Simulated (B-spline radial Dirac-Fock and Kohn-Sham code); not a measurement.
## Run log: B

ΔSCF core binding energies without Breit or QED terms, calculated with a B-spline atomic structure program. Keys: rel is the Hamiltonian (dirac, or spin-free x2c and nr, where L3 and M5 stand for the whole 2p and 3d shells), method is hf or an exchange,correlation pair (spin-unpolarised, also for the hole states), nuc the nuclear model, radius_factor scales its radius, rmax is the box in bohr, h the logarithmic mesh step, order the B-spline order, points the quadrature points per cell, c_factor scales the speed of light, and damp, ndamp, maxit and tol steer the iteration. The run stops when the commutator error falls below 10·tol·max(1, Z/10), or the numerical noise floor, and the energy has settled to about 1e-8 Ha; the virial ratio is −V/T.

Input (task.json):

```json
{"items": [{"Z": 5, "q": 0, "cfg": [[1, 0, 2], [2, 0, 2], [2, 1, 1]], "A": 11, "rrms": 2.406, "do": "settings", "holes": ["K", "L3", "M5"],
  "settings": [{"rel": "dirac", "method": "hf", "nuc": "fermi", "radius_factor": 1.0, "rmax": 45.0, "h": 0.3, "order": 8, "points": 10, "c_factor": 0.0178, "maxit": 58, "damp": 0.5, "ndamp": 3, "tol": 1e-08}]}]}
```

Command: `python xray2_run.py task.json out`

Ground-state iterations:

```
iter   energy (Ha)        error
   1      -20.28773831  1.59e-01
   2      -17.62089488  9.75e-02
   3      -17.67155520  5.86e-02
   4      -20.96604840  1.27e-01
   5      -20.98866237  4.71e-02
   6      -20.98548029  2.53e-03
   7      -20.98601386  1.80e-03
   8      -20.98610374  3.50e-04
   9      -20.98611155  8.97e-05
  10      -20.98611208  9.93e-06
  11      -20.98611208  2.54e-06
  12      -20.98611208  4.06e-07
  13      -20.98611208  3.83e-08
```

The ground state converged in 13 iterations, with total energy -20.98611 Ha, virial ratio 1.13424 and highest orbital energy -9.27 eV. ΔSCF binding energies: K (1s) 185.1 eV. Holes are computed only in closed shells, and unreliable hole states are left out.

Question: One setting is unsound. Which, and why?

Answer: c_factor makes c so small that Zα exceeds 1, so any numbers that come out have no meaning. With the default settings (Dirac Hartree-Fock): The ground state converged in 10 iterations, with total energy -24.53655 Ha, virial ratio 1.99939 and highest orbital energy -8.43 eV. ΔSCF binding energies: K (1s) 200.9 eV. Holes are computed only in closed shells, and unreliable hole states are left out.
